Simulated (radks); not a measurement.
Task: These are the eigenvalues of the occupied orbitals of an atom or ion with whole-number occupations (Ry). Calculated with a radial shooting solver on a logarithmic mesh with Libxc functionals: scalar-relativistic Kohn-Sham, r2SCAN, spin-polarised, spherical densities, finite nucleus; meta-GGA in the generalised Kohn-Sham scheme; Fermi nuclear charge, rms radius of each element as measured or else 0.836 A^(1/3) + 0.57 fm.

1s: -6482.530
2s: -1162.750
2p: -997.6370
3s: -280.9402
3p: -233.3909
3d: -184.7152
4s: -65.08369
4p: -49.43434
4d: -31.20430
5s: -12.03230
4f: -11.11595
5p: -7.70718
5d: -2.83116
6s: -2.03212

Which element is it, and in what charge state? The configuration may be excited. Open shells, if any, are filled with parallel spins first.

Result: Z = 82, lead, charge +2: Pb2+ in [Hg]. The list shows which subshells hold electrons but not how many an open one holds; the 1s level, -3241.3 hartree, gives Z - s = 80.5 by -(Z - s)^2/2, which with screening and relativity narrows Z to a few neighbours, and the depths of the outer levels then fix element, charge and occupations together.
